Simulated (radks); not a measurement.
Results of a calculation; reference values are marked as such.
All-electron atom: the ytterbium anion Yb0.25- in [Xe] 4f13.25 5d1 6s2 (fractional occupations, a model configuration). Level of theory: scalar-relativistic Kohn-Sham, LDA (Slater exchange, Perdew-Wang correlation), spin-unpolarised, spherical densities, finite nucleus; Fermi nuclear charge, rms radius 5.3108 fm (a radial shooting solver on a logarithmic mesh with Libxc functionals).

Radial electron density D(r) = 4 pi r^2 rho(r):

r (bohr),D(r) (e/bohr)
0.001829,15.11
0.002129,18.81
0.002498,23.50
0.002908,28.81
0.003386,34.98
0.003973,42.40
0.004625,50.24
0.005428,59.10
0.006319,67.75
0.007415,76.58
0.008633,84.06
0.01013,90.22
0.01179,93.80
0.01373,94.76
0.01611,93.04
0.01876,89.59
0.02201,85.73
0.02562,83.94
0.03007,86.25
0.03501,93.45
0.04108,105.3
0.04782,117.4
0.05568,125.6
0.06534,125.9
0.07606,117.8
0.08926,105.3
0.1039,97.34
0.1219,98.89
0.142,107.7
0.1666,114.4
0.1939,108.2
0.2258,89.17
0.2649,66.40
0.3084,55.13
0.362,57.44
0.4214,64.04
0.4945,63.76
0.5757,53.77
0.6756,38.90
0.7865,27.08
0.9156,19.73
1.074,15.24
1.251,11.93
1.468,8.495
1.709,5.530
2.005,3.239
2.334,1.966
2.74,1.315
3.189,1.015
3.713,0.7977
4.357,0.5714
5.072,0.3672
5.952,0.1975
6.929,0.09400
8.132,0.03683
9.467,0.01335
11.11,0.004190
12.93,0.001323

D(r) has 4 maxima, at r = 0.0134, 0.0608, 0.169, 0.456 bohr, and minima at 0.0258, 0.110, 0.324 bohr, inside which lie 1.92, 11.10, 29.76 electrons.
